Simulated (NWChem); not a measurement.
Species: MgO; SMILES [O]=[Mg]

```xyz
2

Mg     0.0000     0.0000    -0.7071
O      0.0000     0.0000     1.0356
```
Atoms are numbered in this order, from 1.

Geometry: optimised at B3LYP/6-31G* (spherical d).

### Question
Give the principal values of the shielding tensors (ppm) of Mg1, O2 from B3LYP/pcSseg-0, GIAO (NWChem), with their diamagnetic and paramagnetic parts as GIAO splits them.

### Answer
```
atom      σ11      σ22      σ33  isotropic  diamagnetic  paramagnetic
----  -------  -------  -------  ---------  -----------  ------------
Mg1   -3262.3  -3262.3    710.3    -1938.1        708.6       -2646.7
O2      414.6  31647.2  31647.2    21236.3        392.6       20843.8
```
